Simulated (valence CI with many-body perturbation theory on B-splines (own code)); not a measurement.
Results of a calculation; reference values are marked as such.
Run record, Os XLVI

The program does CI of the valence electrons with many-body perturbation theory for a frozen closed Dirac-Fock core.

Command, and the settings that its task file holds:

```sh
python run_cv.py task.json out
```

```
atom Os  Z=76  mass_number=192  rms_radius_fm=5.4126
core [Ar] 3d10
valence 4s2 4p1
avg = 1
basis = S
breit = 1
cap = 10000
capref = 1200
cscale = 1
de = 0.0
dress = 0
eps = 2e-08
h = 0.27
hh = 1
l2 = 3
lcore = 6
maxit = 60
n2 = 5
natural = 1
nlev = 21
nno = [3, 3, 3, 2, 1]
nroot = 26
ns = 4
nsp = [3, 3, 2, 1, 0]
pt2 = 1
qed = 1
rpa = 1
s1 = 1
s2 = 1
s3 = 1
screen = 1
tol = 2e-05
```

Log. The first blocks belong to the next ion, which gives the ionisation energy. Fields: 2J, parity (1 odd), roots, reference size, generating configurations, candidates as configurations/state functions, variational space P, stored matrix elements, Davidson steps; e2 is the range of second-order energies in hartree. The first line gives the box (bohr), its intervals, the orbitals and the steps of their self-consistent field. Window is the range of levels sought, series limit the energy at which the first omitted orbital would enter, core excitation an estimate of the first excitation out of the core, left out the lowest levels not solved, and shifts from estimates the range by which levels moved from their first estimate, all in cm⁻¹.

```
rmax 2.5 intervals 56 orbitals 36 references ['4s2 4p', '4s 4p2', '4s2 4d', '4p3', '4s 4p 4d'] scf 2 t 1.2
2J=0 par=0 roots 2 ref 15 generators 4 cand 92/92 P 106/106 nnz 0 it 0
2J=0 par=0 roots 2 ref 15 generators 4 cand 1/1 P 107/107 nnz 0 it 0
   second order: generators 8 cand 0/0 e2 -0.00000 -0.00000
reference levels 487, estimated 67, window 3529404 1/cm; series limit 9589376, core excitation 14009048
2J=1 par=1 roots 4 ref 30 generators 9 cand 569/861 P 874/1289 nnz 0 it 0
2J=1 par=1 roots 4 ref 30 generators 13 cand 496/758 P 1018/1492 nnz 0 it 4
   second order: generators 15 cand 507/790 e2 -0.00000 -0.00000
2J=1 par=0 roots 4 ref 38 generators 10 cand 528/819 P 888/1291 nnz 0 it 0
2J=1 par=0 roots 4 ref 38 generators 11 cand 486/759 P 1017/1486 nnz 0 it 4
   second order: generators 18 cand 512/804 e2 -0.00000 -0.00000
2J=3 par=1 roots 7 ref 49 generators 13 cand 791/1788 P 1136/2322 nnz 0 it 3
2J=3 par=1 roots 7 ref 49 generators 19 cand 695/1563 P 1284/2631 nnz 1.1e+06 it 5
   second order: generators 23 cand 547/1254 e2 -0.00000 -0.00000
2J=3 par=0 roots 5 ref 59 generators 10 cand 561/1303 P 1105/2222 nnz 0 it 3
2J=3 par=0 roots 5 ref 59 generators 15 cand 711/1654 P 1172/2361 nnz 0 it 4
   second order: generators 21 cand 644/1515 e2 -0.00000 -0.00000
2J=5 par=0 roots 4 ref 61 generators 9 cand 707/2008 P 1185/2559 nnz 1e+06 it 3
2J=5 par=0 roots 4 ref 61 generators 16 cand 671/1881 P 1239/2707 nnz 1.1e+06 it 3
   second order: generators 20 cand 617/1733 e2 -0.00001 -0.00000
2J=5 par=1 roots 5 ref 49 generators 9 cand 824/2168 P 1142/2559 nnz 1.1e+06 it 3
2J=5 par=1 roots 5 ref 49 generators 16 cand 714/1859 P 1260/2879 nnz 1.3e+06 it 4
   second order: generators 24 cand 806/2105 e2 -0.00000 -0.00000
2J=7 par=1 roots 2 ref 42 generators 5 cand 702/1807 P 833/1828 nnz 0 it 3
2J=7 par=1 roots 2 ref 42 generators 11 cand 852/2186 P 971/2175 nnz 0 it 3
   second order: generators 17 cand 924/2411 e2 -0.00000 -0.00000
left out: unestimated 5246724, estimated 3903366, shifts from estimates -1 to 0
```

Task: What became of the run, and why?

Result: It gave no result: the setting left no core shell for the response of the core. The program said: "need at least one array to concatenate".
